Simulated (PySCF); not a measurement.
H9N3Si3, triplet, at the geometry of the source list (a higher spin typed on purpose: for a closed-shell molecule this is an excited state); BLYP/STO-3G run with PySCF.

Input for PySCF:
```python
from pyscf import gto, scf, dft

mol = gto.Mole()
mol.atom = '''
    Si    1.66910000   -0.43420000   -0.53010000
    N     0.51200000   -1.52140000    0.14690000
    Si   -1.17660000   -1.29940000    0.42870000
    N    -1.44110000    0.39700000    0.60300000
    Si   -0.53150000    1.72390000   -0.02190000
    N     1.08550000    1.16520000   -0.24950000
    H     1.83960000   -0.68320000   -1.97510000
    H     2.94000000   -0.60000000    0.18600000
    H     0.82120000   -2.47620000    0.20070000
    H    -1.97060000   -1.84090000   -0.69110000
    H    -1.52980000   -1.95840000    1.69200000
    H    -2.34960000    0.64340000    0.95660000
    H    -0.51910000    2.79450000    0.98200000
    H    -1.10540000    2.19850000   -1.29570000
    H     1.75630000    1.89130000   -0.43250000
'''
mol.basis = 'sto-3g'
mol.spin = 2
mol.verbose = 4
mol.build()

mf = dft.UKS(mol)
mf.xc = 'blyp'
mf.kernel()
```

It wrote (shortened):

```
PySCF version 2.14.0

[INPUT] verbose = 4
[INPUT] num. atoms = 15
[INPUT] num. electrons = 72
[INPUT] charge = 0
[INPUT] spin (= nelec alpha-beta = 2S) = 2
[INPUT] symmetry False subgroup None
[INPUT] Mole.unit = angstrom
[INPUT] Symbol           X                Y                Z      unit          X                Y                Z       unit  Magmom
[...]
nuclear repulsion = 474.033508813322
number of shells = 33
number of NR pGTOs = 153
number of NR cGTOs = 51
basis = sto-3g
ecp = {}

******** <class 'pyscf.dft.uks.UKS'> ********
method = UKS
initial guess = minao
damping factor = 0
level_shift factor = 0
DIIS = <class 'pyscf.scf.diis.CDIIS'>
diis_start_cycle = 1
diis_space = 8
diis_damp = 0
SCF conv_tol = 1e-09
SCF conv_tol_grad = None
SCF max_cycles = 50
direct_scf = True
direct_scf_tol = 1e-13
number electrons alpha = 37  beta = 35
XC library pyscf.dft.libxc version 7.1.2
    S. Lehtola, C. Steigemann, M. J. T. Oliveira, and M. A. L. Marques,  SoftwareX 7, 1–5 (2018)
XC functionals = blyp
    A. D. Becke,  Phys. Rev. A 38, 3098 (1988)
    C. Lee, W. Yang, and R. G. Parr,  Phys. Rev. B 37, 785 (1988)
    B. Miehlich, A. Savin, H. Stoll, and H. Preuss,  Chem. Phys. Lett. 157, 200 (1989)
radial grids:
    Treutler-Ahlrichs [JCP 102, 346 (1995); DOI:10.1063/1.469408] (M4) radial grids

becke partition: Becke, JCP 88, 2547 (1988); DOI:10.1063/1.454033
pruning grids: <function nwchem_prune>
grids dens level: 3
symmetrized grids: False
atomic radii adjust function: <function treutler_atomic_radii_adjust>
small_rho_cutoff = 0
Set gradient conv threshold to 3.16228e-05
tot grids = 187520
init E= -1026.07070518197

cycle= 1 E= -1025.15467089672  delta_E= 0.916  |g|= 0.705  |ddm|=  4.3

cycle= 2 E= -1024.26331589315  delta_E= 0.891  |g|=  1.4  |ddm|=  4.9

cycle= 3 E= -1025.23388562035  delta_E= -0.971  |g|= 0.52  |ddm|= 4.77

cycle= 4 E= -1025.19228973404  delta_E= 0.0416  |g|= 0.538  |ddm|= 4.47

cycle= 5 E= -1025.18435095796  delta_E= 0.00794  |g|= 0.555  |ddm|= 4.59

cycle= 6 E= -1025.2901666899  delta_E= -0.106  |g|= 0.406  |ddm|= 4.55

cycle= 7 E= -1025.2748947714  delta_E= 0.0153  |g|= 0.422  |ddm|= 4.44

cycle= 8 E= -1025.28909445524  delta_E= -0.0142  |g|= 0.409  |ddm|= 4.51

cycle= 9 E= -1025.30606119231  delta_E= -0.017  |g|= 0.39  |ddm|= 0.322

cycle= 10 E= -1025.46536973643  delta_E= -0.159  |g|= 0.144  |ddm|= 1.34

cycle= 11 E= -1025.28549284473  delta_E= 0.18  |g|= 0.389  |ddm|= 4.54

[...]
cycle= 19 E= -1024.9782823792  delta_E= 0.303  |g|= 0.753  |ddm|= 4.75

cycle= 20 E= -1025.15547525137  delta_E= -0.177  |g|= 0.574  |ddm|=  1.6

cycle= 21 E= -1025.20646530826  delta_E= -0.051  |g|= 0.516  |ddm|=  1.5

cycle= 22 E= -1025.24885042048  delta_E= -0.0424  |g|= 0.455  |ddm|= 1.49

cycle= 23 E= -1025.27734927987  delta_E= -0.0285  |g|= 0.418  |ddm|= 4.58

cycle= 24 E= -1025.25553575259  delta_E= 0.0218  |g|= 0.441  |ddm|= 4.25

cycle= 25 E= -1025.24112552179  delta_E= 0.0144  |g|= 0.459  |ddm|= 4.29

cycle= 26 E= -1025.28507527092  delta_E= -0.0439  |g|= 0.404  |ddm|= 0.407

cycle= 27 E= -1025.23505001654  delta_E= 0.05  |g|= 0.458  |ddm|= 0.618

cycle= 28 E= -1025.28009595679  delta_E= -0.045  |g|= 0.409  |ddm|= 0.548

cycle= 29 E= -1025.25825516149  delta_E= 0.0218  |g|= 0.452  |ddm|= 4.57

cycle= 30 E= -1025.31398273926  delta_E= -0.0557  |g|= 0.396  |ddm|= 0.46

cycle= 31 E= -1025.24771504727  delta_E= 0.0663  |g|= 0.463  |ddm|= 1.31

cycle= 32 E= -1025.26865236731  delta_E= -0.0209  |g|= 0.431  |ddm|= 0.234

cycle= 33 E= -1025.26896557868  delta_E= -0.000313  |g|= 0.427  |ddm|= 0.766

cycle= 34 E= -1025.27543066412  delta_E= -0.00647  |g|= 0.409  |ddm|= 4.47

cycle= 35 E= -1025.32760350977  delta_E= -0.0522  |g|= 0.351  |ddm|= 4.37

cycle= 36 E= -1025.48654856934  delta_E= -0.159  |g|= 0.134  |ddm|= 4.32

cycle= 37 E= -1025.30955394399  delta_E= 0.177  |g|= 0.357  |ddm|= 4.16

cycle= 38 E= -1025.32067595637  delta_E= -0.0111  |g|= 0.347  |ddm|= 0.736

cycle= 39 E= -1025.30215723161  delta_E= 0.0185  |g|= 0.35  |ddm|= 2.47

cycle= 40 E= -1025.26551904201  delta_E= 0.0366  |g|= 0.461  |ddm|= 4.43

cycle= 41 E= -1025.30968097367  delta_E= -0.0442  |g|= 0.346  |ddm|= 4.47

cycle= 42 E= -1025.2141031513  delta_E= 0.0956  |g|= 0.525  |ddm|= 4.51

cycle= 43 E= -1025.48873810322  delta_E= -0.275  |g|= 0.108  |ddm|= 1.66

cycle= 44 E= -1025.48976751577  delta_E= -0.00103  |g|= 0.103  |ddm|= 0.283

cycle= 45 E= -1025.49130301344  delta_E= -0.00154  |g|= 0.0932  |ddm|= 0.107

cycle= 46 E= -1025.4957621698  delta_E= -0.00446  |g|= 0.0655  |ddm|= 0.276

cycle= 47 E= -1025.27830638996  delta_E= 0.217  |g|= 0.447  |ddm|= 1.47

cycle= 48 E= -1025.28354680256  delta_E= -0.00524  |g|= 0.443  |ddm|= 0.0753

cycle= 49 E= -1025.28214055891  delta_E= 0.00141  |g|= 0.443  |ddm|= 0.0623

cycle= 50 E= -1025.31356460277  delta_E= -0.0314  |g|= 0.407  |ddm|= 0.388
SCF not converged.
SCF energy = -1025.31356460277 after 50 cycles  <S^2> = 2.0032283  2S+1 = 3.0021514
```

The run did not converge; its last values are not results.
